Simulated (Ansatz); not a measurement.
A short molecular-dynamics run on C$_{7}$H$_{8}$O (`Cc1ccccc1O`).

```yaml
crystal:
  periodic: [false, false, false]
  atoms:
    - {symbol: C, position_ang: [1.096852, -1.874173, 0.392231]}
    - {symbol: C, position_ang: [0.479096, -0.556823, 0.050820]}
    - {symbol: C, position_ang: [1.148737, 0.406972, -0.689497]}
    - {symbol: C, position_ang: [0.567619, 1.628384, -1.002307]}
    - {symbol: C, position_ang: [-0.717830, 1.900299, -0.566758]}
    - {symbol: C, position_ang: [-1.410909, 0.955254, 0.174359]}
    - {symbol: C, position_ang: [-0.817192, -0.260847, 0.479760]}
    - {symbol: O, position_ang: [-1.458355, -1.216607, 1.203371]}
    - {symbol: H, position_ang: [1.148229, -2.018195, 1.474812]}
    - {symbol: H, position_ang: [2.106189, -1.944903, -0.014627]}
    - {symbol: H, position_ang: [0.504291, -2.703279, -0.003793]}
    - {symbol: H, position_ang: [2.156453, 0.189351, -1.028824]}
    - {symbol: H, position_ang: [1.117186, 2.360190, -1.581807]}
    - {symbol: H, position_ang: [-1.188664, 2.848097, -0.800568]}
    - {symbol: H, position_ang: [-2.420408, 1.161999, 0.519008]}
    - {symbol: H, position_ang: [-2.334293, -0.898521, 1.437924]}
basis:
  gaussian: {orbitals: "6-31G*"}
hamiltonian: {xc: {name: revPBE}, dispersion: d3bj}
md: {timestep: 2 fs, n_steps: 30, ensemble: nvt_nose_hoover, temperature: 300, initial_velocities: maxwell_boltzmann, seed: 639}
```

```sh
$ ansatz run in.yaml --threads 2 --pin off --events-out ev --progress --plain --max-ram 32768MiB --backend cpu
```

```json
{"step": "0", "time (fs)": "0.0", "potential energy (eV)": "-9434.6912", "kinetic (eV)": "0.5429", "T (K)": "300", "conserved (eV)": "-9434.1483"}
{"step": "1", "time (fs)": "2.0", "potential energy (eV)": "-9434.4674", "kinetic (eV)": "0.3831", "T (K)": "212", "conserved (eV)": "-9434.0843"}
{"step": "2", "time (fs)": "4.0", "potential energy (eV)": "-9434.4577", "kinetic (eV)": "0.3309", "T (K)": "183", "conserved (eV)": "-9434.1269"}
{"step": "3", "time (fs)": "6.0", "potential energy (eV)": "-9434.3429", "kinetic (eV)": "0.2480", "T (K)": "137", "conserved (eV)": "-9434.0952"}
{"step": "4", "time (fs)": "8.0", "potential energy (eV)": "-9434.4338", "kinetic (eV)": "0.3307", "T (K)": "183", "conserved (eV)": "-9434.1036"}
{"step": "5", "time (fs)": "10.0", "potential energy (eV)": "-9434.6124", "kinetic (eV)": "0.4711", "T (K)": "260", "conserved (eV)": "-9434.1424"}
{"step": "6", "time (fs)": "12.0", "potential energy (eV)": "-9434.4448", "kinetic (eV)": "0.3586", "T (K)": "198", "conserved (eV)": "-9434.0878"}
{"step": "7", "time (fs)": "14.0", "potential energy (eV)": "-9434.4486", "kinetic (eV)": "0.3236", "T (K)": "179", "conserved (eV)": "-9434.1272"}
{"step": "8", "time (fs)": "16.0", "potential energy (eV)": "-9434.3227", "kinetic (eV)": "0.2204", "T (K)": "122", "conserved (eV)": "-9434.1050"}
{"step": "9", "time (fs)": "18.0", "potential energy (eV)": "-9434.2858", "kinetic (eV)": "0.1992", "T (K)": "110", "conserved (eV)": "-9434.0899"}
{"step": "10", "time (fs)": "20.0", "potential energy (eV)": "-9434.4923", "kinetic (eV)": "0.3599", "T (K)": "199", "conserved (eV)": "-9434.1366"}
{"step": "11", "time (fs)": "22.0", "potential energy (eV)": "-9434.4157", "kinetic (eV)": "0.3273", "T (K)": "181", "conserved (eV)": "-9434.0936"}
{"step": "12", "time (fs)": "24.0", "potential energy (eV)": "-9434.4715", "kinetic (eV)": "0.3499", "T (K)": "193", "conserved (eV)": "-9434.1281"}
{"step": "13", "time (fs)": "26.0", "potential energy (eV)": "-9434.3895", "kinetic (eV)": "0.2916", "T (K)": "161", "conserved (eV)": "-9434.1056"}
{"step": "14", "time (fs)": "28.0", "potential energy (eV)": "-9434.3530", "kinetic (eV)": "0.2663", "T (K)": "147", "conserved (eV)": "-9434.0957"}
{"step": "15", "time (fs)": "30.0", "potential energy (eV)": "-9434.5198", "kinetic (eV)": "0.4015", "T (K)": "222", "conserved (eV)": "-9434.1288"}
{"step": "16", "time (fs)": "32.0", "potential energy (eV)": "-9434.4821", "kinetic (eV)": "0.3865", "T (K)": "214", "conserved (eV)": "-9434.1081"}
{"step": "17", "time (fs)": "34.0", "potential energy (eV)": "-9434.4464", "kinetic (eV)": "0.3463", "T (K)": "191", "conserved (eV)": "-9434.1145"}
{"step": "18", "time (fs)": "36.0", "potential energy (eV)": "-9434.3889", "kinetic (eV)": "0.2865", "T (K)": "158", "conserved (eV)": "-9434.1186"}
{"step": "19", "time (fs)": "38.0", "potential energy (eV)": "-9434.2610", "kinetic (eV)": "0.1879", "T (K)": "104", "conserved (eV)": "-9434.0907"}
{"step": "20", "time (fs)": "40.0", "potential energy (eV)": "-9434.3845", "kinetic (eV)": "0.2812", "T (K)": "155", "conserved (eV)": "-9434.1224"}
{"step": "21", "time (fs)": "42.0", "potential energy (eV)": "-9434.3986", "kinetic (eV)": "0.3131", "T (K)": "173", "conserved (eV)": "-9434.1067"}
{"step": "22", "time (fs)": "44.0", "potential energy (eV)": "-9434.4236", "kinetic (eV)": "0.3341", "T (K)": "185", "conserved (eV)": "-9434.1131"}
{"step": "23", "time (fs)": "46.0", "potential energy (eV)": "-9434.4433", "kinetic (eV)": "0.3502", "T (K)": "194", "conserved (eV)": "-9434.1192"}
{"step": "24", "time (fs)": "48.0", "potential energy (eV)": "-9434.3845", "kinetic (eV)": "0.3125", "T (K)": "173", "conserved (eV)": "-9434.1008"}
{"step": "25", "time (fs)": "50.0", "potential energy (eV)": "-9434.4425", "kinetic (eV)": "0.3569", "T (K)": "197", "conserved (eV)": "-9434.1172"}
{"step": "26", "time (fs)": "52.0", "potential energy (eV)": "-9434.4517", "kinetic (eV)": "0.3752", "T (K)": "207", "conserved (eV)": "-9434.1112"}
{"step": "27", "time (fs)": "54.0", "potential energy (eV)": "-9434.4214", "kinetic (eV)": "0.3500", "T (K)": "193", "conserved (eV)": "-9434.1095"}
{"step": "28", "time (fs)": "56.0", "potential energy (eV)": "-9434.4133", "kinetic (eV)": "0.3370", "T (K)": "186", "conserved (eV)": "-9434.1176"}
{"step": "29", "time (fs)": "58.0", "potential energy (eV)": "-9434.3521", "kinetic (eV)": "0.2883", "T (K)": "159", "conserved (eV)": "-9434.1080"}
{"step": "30", "time (fs)": "60.0", "potential energy (eV)": "-9434.3250", "kinetic (eV)": "0.2635", "T (K)": "146", "conserved (eV)": "-9434.1085"}
```

Velocities are drawn at the set temperature; a run this short doesn't reach equilibrium.

Frames (Å, forces in eV/Å):

```xyz
16
time=0.0 fs
C     1.097   -1.874    0.392    0.060   -0.090    0.016
C     0.479   -0.557    0.051    0.242   -0.353    0.057
C     1.149    0.407   -0.689    0.487   -0.064   -0.181
C     0.568    1.628   -1.002    0.316    0.362   -0.306
C    -0.718    1.900   -0.567   -0.269    0.483   -0.107
C    -1.411    0.955    0.174   -0.500    0.220    0.117
C    -0.817   -0.261    0.480   -0.176   -0.022    0.085
O    -1.458   -1.217    1.203    0.386   -1.036    0.312
H     1.148   -2.018    1.475    0.028   -0.076    0.380
H     2.106   -1.945   -0.015    0.362   -0.058   -0.131
H     0.504   -2.703   -0.004   -0.194   -0.312   -0.128
H     2.156    0.189   -1.029    0.356   -0.083   -0.117
H     1.117    2.360   -1.582    0.203    0.268   -0.214
H    -1.189    2.848   -0.801   -0.179    0.347   -0.084
H    -2.420    1.162    0.519   -0.364    0.076    0.125
H    -2.334   -0.899    1.438   -0.757    0.336    0.175
16
time=6.0 fs
C     1.112   -1.902    0.367   -0.264   -0.130   -0.030
C     0.468   -0.560    0.063    2.290    0.504   -0.889
C     1.168    0.417   -0.706    0.515   -0.917    0.669
C     0.566    1.634   -0.992    2.089    0.114   -1.052
C    -0.699    1.870   -0.586   -3.285    3.019    0.294
C    -1.455    0.981    0.179    0.634   -0.882   -0.193
C    -0.812   -0.245    0.491   -1.700    0.053    0.471
O    -1.456   -1.217    1.232   -0.864   -0.163    0.234
H     1.148   -2.044    1.465   -0.553   -0.392   -0.080
H     2.213   -1.971    0.104   -1.140    0.073   -0.535
H     0.417   -2.649   -0.154    1.291    0.159    0.822
H     2.228    0.236   -0.997   -0.646   -0.079    0.065
H     1.102    2.397   -1.567    0.041   -0.037    0.022
H    -1.155    2.901   -0.828    0.459   -1.414    0.254
H    -2.509    1.140    0.446    0.220    0.160    0.066
H    -2.414   -0.960    1.350    0.913   -0.068   -0.120
16
time=12.0 fs
C     1.118   -1.921    0.351   -1.024    1.249    1.477
C     0.509   -0.551    0.055   -1.125   -0.046    0.491
C     1.193    0.407   -0.704   -0.350    0.403    0.460
C     0.608    1.642   -1.004   -1.507    0.403    0.273
C    -0.745    1.893   -0.595    2.136   -1.743    0.214
C    -1.482    0.984    0.178    0.358   -0.438   -0.375
C    -0.844   -0.230    0.513    1.161   -0.785   -0.386
O    -1.458   -1.224    1.264   -0.697    0.429   -0.340
H     0.998   -2.181    1.432    0.353    0.196   -0.353
H     2.136   -1.981    0.036    1.206    0.060   -0.152
H     0.582   -2.684   -0.154   -0.882   -1.105   -0.886
H     2.219    0.234   -0.981    0.599   -0.309   -0.294
H     1.120    2.440   -1.563    0.084   -0.298    0.068
H    -1.125    2.818   -0.845   -1.266    2.249   -0.606
H    -2.551    1.167    0.402    0.404   -0.040    0.171
H    -2.424   -0.995    1.253    0.549   -0.224    0.238
16
time=18.0 fs
C     1.103   -1.927    0.349    0.380   -1.053   -2.018
C     0.524   -0.544    0.059   -1.953   -0.695    0.790
C     1.219    0.405   -0.692   -0.145    0.788   -0.089
C     0.615    1.658   -1.011   -1.635   -0.433    0.758
C    -0.759    1.916   -0.609    0.828    0.836   -0.639
C    -1.493    0.973    0.165    1.440   -0.052   -0.627
C    -0.849   -0.235    0.525    1.345   -0.407   -0.611
O    -1.464   -1.225    1.289    1.276    0.172   -0.426
H     0.940   -2.277    1.365    0.416    0.193    0.656
H     2.181   -1.961   -0.018   -0.759    0.123    0.959
H     0.659   -2.821   -0.258    0.008    1.526    0.456
H     2.254    0.164   -1.018   -0.498    0.210    0.091
H     1.173    2.415   -1.554    0.072    0.170   -0.196
H    -1.264    2.914   -0.913    0.814   -1.548    0.489
H    -2.521    1.192    0.424   -0.422   -0.040    0.281
H    -2.404   -1.059    1.236   -1.167    0.209    0.126
16
time=24.0 fs
C     1.090   -1.947    0.319    0.416    1.428    1.635
C     0.491   -0.553    0.081    0.881    0.064   -0.483
C     1.230    0.424   -0.677   -2.150   -0.060    0.719
C     0.584    1.667   -1.001    1.338   -0.430   -0.354
C    -0.742    1.936   -0.631   -0.535   -1.660    0.928
C    -1.472    0.962    0.138    0.715    0.153    0.054
C    -0.821   -0.251    0.521   -0.928    0.356   -0.111
O    -1.464   -1.220    1.304    0.519    0.091   -0.345
H     1.012   -2.283    1.386   -0.422    0.104   -0.555
H     2.166   -1.901    0.158    0.451   -0.039   -0.429
H     0.651   -2.665   -0.336   -0.556   -0.992   -0.652
H     2.218    0.139   -1.057   -0.031    0.295    0.083
H     1.207    2.391   -1.569   -0.558   -0.111    0.161
H    -1.297    2.815   -0.919    0.104    0.646   -0.218
H    -2.507    1.183    0.506    0.682   -0.179   -0.351
H    -2.434   -1.100    1.270    0.075    0.333   -0.083
16
time=30.0 fs
C     1.086   -1.942    0.307    0.037    0.543   -0.282
C     0.478   -0.562    0.093    1.398    0.372   -0.615
C     1.187    0.443   -0.644   -0.885   -0.544    0.180
C     0.580    1.661   -0.996    0.422   -0.261   -0.099
C    -0.738    1.921   -0.632   -0.396   -0.318    0.149
C    -1.424    0.953    0.110    0.084   -0.366    0.667
C    -0.814   -0.259    0.513   -0.693    0.083    0.125
O    -1.454   -1.212    1.312   -0.911    0.412   -0.413
H     0.956   -2.284    1.338   -0.550   -0.337    0.131
H     2.191   -1.864    0.220   -0.288   -0.289   -0.627
H     0.585   -2.625   -0.445    0.786    0.117    0.785
H     2.164    0.204   -1.061    0.296   -0.058    0.152
H     1.127    2.387   -1.584    0.279    0.259   -0.240
H    -1.252    2.828   -0.956    0.006    0.131    0.091
H    -2.403    1.145    0.521   -0.703    0.249   -0.032
H    -2.444   -1.041    1.288    1.117    0.006    0.028
16
time=36.0 fs
C     1.084   -1.917    0.303    0.232   -0.798   -0.419
C     0.498   -0.563    0.090   -1.042   -0.133    0.367
C     1.127    0.446   -0.610    2.784   -0.251   -1.332
C     0.589    1.653   -0.997   -1.116    0.996   -0.215
C    -0.743    1.896   -0.631    0.637    2.103   -1.300
C    -1.385    0.936    0.104   -2.601    0.118    1.358
C    -0.822   -0.266    0.508    1.243   -0.579   -0.054
O    -1.445   -1.198    1.311   -0.299    0.195   -0.336
H     0.762   -2.353    1.269    0.606    0.195    0.057
H     2.183   -1.912    0.105   -0.400   -0.078    0.588
H     0.673   -2.648   -0.437   -0.028    0.303    0.005
H     2.156    0.265   -0.994   -0.298   -0.211    0.351
H     1.090    2.404   -1.622    0.330   -0.314    0.177
H    -1.200    2.890   -0.966    0.160   -1.385    0.649
H    -2.403    1.156    0.480    0.072   -0.065   -0.160
H    -2.384   -0.933    1.316   -0.280   -0.095    0.265
16
time=42.0 fs
C     1.084   -1.909    0.292   -0.763   -1.252    0.217
C     0.497   -0.565    0.093   -0.169    0.009   -0.122
C     1.128    0.444   -0.606    1.236    0.259   -0.614
C     0.573    1.666   -1.003    1.090   -0.196   -0.447
C    -0.729    1.900   -0.650   -0.374   -1.930    1.254
C    -1.405    0.924    0.129   -0.490    0.934   -0.360
C    -0.805   -0.285    0.502   -0.693    0.753    0.140
O    -1.446   -1.180    1.304    0.458   -0.965    0.077
H     0.727   -2.381    1.230    0.527    0.238    0.090
H     2.147   -1.976    0.142    1.024    0.304    0.433
H     0.726   -2.626   -0.464   -0.442    0.062   -0.357
H     2.157    0.249   -0.859    0.707   -0.101   -0.368
H     1.167    2.355   -1.627   -0.175   -0.064    0.291
H    -1.217    2.788   -0.871   -1.114    1.910   -0.614
H    -2.445    1.158    0.407    0.116   -0.238    0.159
H    -2.344   -0.866    1.416   -0.937    0.275    0.222
16
time=48.0 fs
C     1.081   -1.934    0.282    1.025   -0.526   -0.488
C     0.492   -0.566    0.093    1.016    0.466   -0.563
C     1.175    0.445   -0.622    0.312   -0.297    0.158
C     0.582    1.672   -1.018    0.581   -1.309    0.545
C    -0.742    1.893   -0.648   -1.956    0.919    0.609
C    -1.439    0.933    0.147    1.211    0.212   -0.928
C    -0.805   -0.283    0.501   -1.324    1.199    0.232
O    -1.454   -1.176    1.300   -0.914   -0.641    0.556
H     0.829   -2.362    1.252   -0.604   -0.335    0.182
H     2.226   -1.945    0.323   -1.144    0.178   -0.657
H     0.674   -2.575   -0.579    0.732    0.288    1.125
H     2.249    0.222   -0.805   -0.489    0.305   -0.302
H     1.221    2.330   -1.578    0.004    0.795   -0.339
H    -1.345    2.848   -0.855    1.114   -1.119   -0.071
H    -2.482    1.100    0.393   -0.327    0.094    0.249
H    -2.339   -0.799    1.558    0.762   -0.228   -0.308
16
time=54.0 fs
C     1.094   -1.964    0.278   -0.780    1.925    2.261
C     0.508   -0.556    0.080   -0.603   -0.016    0.071
C     1.227    0.441   -0.635   -0.803    0.194    0.149
C     0.609    1.652   -1.024   -1.278    0.587    0.613
C    -0.789    1.889   -0.627    2.489   -0.083   -0.828
C    -1.453    0.951    0.144   -1.090   -0.396    0.307
C    -0.834   -0.253    0.504    1.364   -0.565   -0.083
O    -1.469   -1.189    1.302   -0.612    0.441    0.123
H     0.786   -2.403    1.260   -0.102    0.121   -0.566
H     2.156   -1.861    0.326    1.261   -0.223   -0.330
H     0.757   -2.561   -0.520   -0.327   -1.350   -1.310
H     2.283    0.267   -0.864   -0.015   -0.091   -0.152
H     1.196    2.451   -1.552   -0.588   -0.674    0.360
H    -1.286    2.806   -0.919   -0.127    0.329   -0.127
H    -2.531    1.056    0.435    0.672    0.270   -0.189
H    -2.275   -0.730    1.669    0.541   -0.469   -0.298
16
time=60.0 fs
C     1.098   -1.959    0.300    0.400   -0.097   -2.002
C     0.512   -0.547    0.066   -0.378   -0.637   -0.020
C     1.257    0.442   -0.644   -1.469    0.230    0.100
C     0.599    1.637   -1.007   -1.669    0.095    0.950
C    -0.777    1.887   -0.627    1.590   -0.399   -0.483
C    -1.481    0.958    0.144    0.934   -0.269   -0.197
C    -0.832   -0.236    0.507    0.832   -0.910    0.119
O    -1.487   -1.199    1.304    1.354    0.030   -1.056
H     0.685   -2.446    1.187    0.387    0.092    0.481
H     2.225   -1.863    0.227   -0.849   -0.328    0.700
H     0.864   -2.727   -0.561    0.003    1.422    1.017
H     2.289    0.287   -0.966    0.066   -0.255    0.110
H     1.068    2.476   -1.491    0.665    0.173   -0.497
H    -1.232    2.805   -0.997   -0.210    0.151    0.153
H    -2.499    1.109    0.456   -0.723    0.246    0.144
H    -2.192   -0.729    1.748   -0.931    0.456    0.482
```

It took 80 s on 2 threads of an AMD EPYC 7R13 on a shared host, with 0.65 GiB of host memory at the peak.
